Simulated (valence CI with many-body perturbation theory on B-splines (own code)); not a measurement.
Which ion has this spectrum?

A relativistic CI+MBPT calculation for an atom or ion with 24 electrons gives these levels (cm⁻¹):

```tsv
J	Parity	E	g
4	even	0	1.22
2	even	71442	1.24
0	even	241702	
3	even	759529	1.32
4	even	766764	1.18
1	even	804469	1.25
6	even	833525	1.09
5	even	835490	1.12
2	even	900688	0.99
3	even	913857	1.06
0	even	992511	
4	even	1038656	1.05
1	even	1048396	1.24
2	even	1050497	1.11
```

The energies are calculated, and their last digits are not significant.

Which is it?
A. Au55+
B. Ir53+
C. Hg56+
D. Pt54+

C. Hg56+, ground level (3d3/2^4 3d5/2^2) J=4.
